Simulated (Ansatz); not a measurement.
Mulliken charges of CH₃CuO, SMILES `C[O][Cu]` from ωB97M-V/def2-TZVPP in Ansatz (PBE0-D4/def2-TZVP geometry).

```json
{"atom": "C1", "x (Å)": "0.449", "y (Å)": "-0.191", "z (Å)": "0.012", "charge (e)": "-0.102"}
{"atom": "O2", "x (Å)": "-0.425", "y (Å)": "0.803", "z (Å)": "-0.417", "charge (e)": "-0.571"}
{"atom": "Cu3", "x (Å)": "-2.170", "y (Å)": "0.733", "z (Å)": "-0.018", "charge (e)": "0.413"}
{"atom": "H4", "x (Å)": "0.213", "y (Å)": "-1.191", "z (Å)": "-0.384", "charge (e)": "0.081"}
{"atom": "H5", "x (Å)": "1.459", "y (Å)": "0.062", "z (Å)": "-0.347", "charge (e)": "0.098"}
{"atom": "H6", "x (Å)": "0.516", "y (Å)": "-0.280", "z (Å)": "1.108", "charge (e)": "0.081"}
```

Problem. By hand: the dipole of these point charges (1 e Å = 4.8032 D).

Solution. Σ q r = (-0.497, -0.249, 0.254) e Å, of length 0.611 e Å = 2.93 D.

Problem. How does the dipole of the full density compare? (Best estimate.)

Solution. Ansatz gave: (-0.836, -0.112, 0.239) e Å, 4.21 D; the point charges give 0.70 times that, at 20° from its direction.

Point charges leave out the atoms' own dipoles, such as those of lone pairs, and Mulliken's split depends on the basis, so the two needn't agree.
